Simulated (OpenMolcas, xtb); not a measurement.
# GaSiH4O (SMILES [SiH3][O][GaH]): methods side by side

The species is GaSiH4O (7 atoms), meant as a doublet with charge 0. As SMILES, `[SiH3][O][GaH]`. The shape is that of a PBE0-D4/def2-TZVP optimisation. This is one conformer, not always the lowest.

Each level gives the electronic atomisation energy (eV). The values are calculated. Electronic energies at fixed atoms, without zero-point motion or spin-orbit coupling.

```tsv
level	kind	program	value (eV)	less CCSD(T)/cc-pVDZ	CPU time (all runs)
GFN2-xTB	semi-empirical	xtb	29.46	+10.60	under 2 s
GFN0-xTB	semi-empirical	xtb	29.16	+10.30	under 2 s
UHF/cc-pVDZ	Hartree–Fock	OpenMolcas	14.66	-4.20	18 s
USVWN5/cc-pVDZ	LDA	OpenMolcas	22.83	+3.97	42 s
UPBE/cc-pVDZ	GGA	OpenMolcas	19.99	+1.13	58 s
UM06-L/cc-pVDZ	meta-GGA	OpenMolcas	20.20	+1.34	73 s
UTPSS/cc-pVDZ	meta-GGA	OpenMolcas	20.62	+1.76	72 s
UB3LYP/cc-pVDZ	global hybrid	OpenMolcas	19.87	+1.01	57 s
ROCCSD(T)/cc-pVDZ	coupled cluster or CI	OpenMolcas	18.86	0.00	51 s
```

Differences are taken from ROCCSD(T)/cc-pVDZ for orientation; it has basis-set and higher-order errors of its own. All-electron rows without a relativistic Hamiltonian named are non-relativistic. The values span 14.66 to 29.46 eV. The xTB rows lack spin polarisation, so open shells miss the exchange term that lowers them. In the correlated wave-function rows the outer d shell of Ga is correlated, in sets not made for it. CPU times are rough (shared hosts, several kinds of processor): they show what a rung costs within a factor of a few.
